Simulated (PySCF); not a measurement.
Nuclear quadrupole coupling in `[SiH3]S[SiH]([SiH3])[SiH3]`

Compound: H₁₀SSi₄.
Cartesian coordinates in Å at the GFN2-xTB level; atoms count from 1:
```
atom  x, y, z in Å
Si1   -2.3899   -0.9618   -0.0694
S2    -1.2083   -0.2820   -1.7026
Si3    0.7000    0.3876   -0.8470
Si4    0.3485    2.2538    0.4997
Si5    1.8417   -1.4303    0.0542
H6    -1.6872   -2.0585    0.5879
H7    -3.6311   -1.3861   -0.6902
H8    -2.5770    0.1461    0.8613
H9     1.3131    0.7899   -2.1198
H10   -0.3260    1.8997    1.7547
H11    1.6578    2.8007    0.8643
H12   -0.4310    3.3392   -0.0989
H13    1.9742   -2.6003   -0.8162
H14    3.1932   -0.9865    0.4044
H15    1.2175   -1.9034    1.2958
```

Field gradients from the PBE0/pcSseg-1 density (PySCF, non-relativistic), principal values in atomic units, ordered |Vxx| ≤ |Vyy| ≤ |Vzz|:

```tsv
atom	Vxx	Vyy	Vzz
S2	0.3014	1.4201	-1.7215
```

Task: Find the asymmetry η = (Vxx − Vyy)/Vzz and the couplings χ = eQV/h (234.96 MHz × Q in barn × V in au), with Q(33S) = −0.0678 b.

Result: 
```csv
atom,environment,nucleus,η,χzz (MHz),χxx (MHz),χyy (MHz)
S2,sulfur bonded to 2 Si,33S,0.65,27.43,-4.80,-22.62
```

Task: What is Vzz at S2 in SI units (1 au = 9.71736 × 10²¹ V/m²)?

Result: -1.7215 au = -16.729 × 10²¹ V/m².

Were the hydrogens deuterons (Q(2H) = 0.00286 b), χzz would run from 108 kHz (H9, H10 and H15) to 114 kHz (H7).

Isolated species at its GFN2-xTB geometry (one conformer only). GFN2-xTB bond lengths can be off by several hundredths of an ångström, more for odd bonds, and the gradients follow them. The basis is small and wasn't made for field gradients, so the couplings can be 20 % off.
